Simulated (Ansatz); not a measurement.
Be7O8, relaxed as a singlet with RKS PBE-D4/def2-SVP in Ansatz, starting from the GFN2-xTB geometry. Force threshold 0.03 eV/Å.

Another isomer (singlet) lies 0.57 eV lower at PBE0-D4/def2-TZVP; other spin states weren't run for this one.

Start:

```xyz
15

Be   -2.6505   -1.1841   -1.8566
Be    1.9107    2.0003    0.9021
Be   -1.4754   -2.8793   -0.1480
Be    2.1312   -0.1698    1.9757
Be    0.1068    2.6859   -1.0210
Be    0.6176   -2.3843    1.4890
Be   -1.8972    1.3526   -2.2527
O    -2.3337   -2.3306   -1.1113
O     2.9338    0.9107    1.2420
O     1.1415    2.6546   -0.0729
O    -0.4412   -2.9850    0.7973
O     1.5554   -1.4503    1.9583
O    -0.9694    2.3233   -1.8397
O     1.9528    1.3235    2.2769
O    -2.5824    0.1324   -2.3391
```

Task: Estimate the energy that the relaxation releases and the steps that it takes.

Result: 0.78 eV, in 5 steps; 11 s on 4 threads of Arm Neoverse V2 on a shared host. No frequencies were taken in this run, so the end may be a saddle point.

Task: Does the start keep its bonding and symmetry?

Result: By distances, no bond broke or formed. The bond that changes most is O9–O14, from 1.48 to 1.60 Å (atoms count from 1). Point group C2v at the start, C2v at the end, both within 0.05 Å; within 0.015 Å the end is Cs.

Task: Predict the relaxed structure.

Result: 
```xyz
15

Be   -2.634   -1.194   -1.876
Be    1.935    2.029    0.902
Be   -1.487   -2.865   -0.165
Be    2.156   -0.181    1.998
Be    0.075    2.674   -1.010
Be    0.579   -2.370    1.491
Be   -1.907    1.331   -2.245
O    -2.409   -2.427   -1.174
O     3.066    0.917    1.232
O     1.155    2.741   -0.071
O    -0.478   -3.080    0.832
O     1.578   -1.496    2.030
O    -1.027    2.406   -1.889
O     2.062    1.389    2.385
O    -2.665    0.127   -2.440
```
Bond lengths (bridged metal pairs left out): 16 × Be–O 1.43 to 1.62 Å.
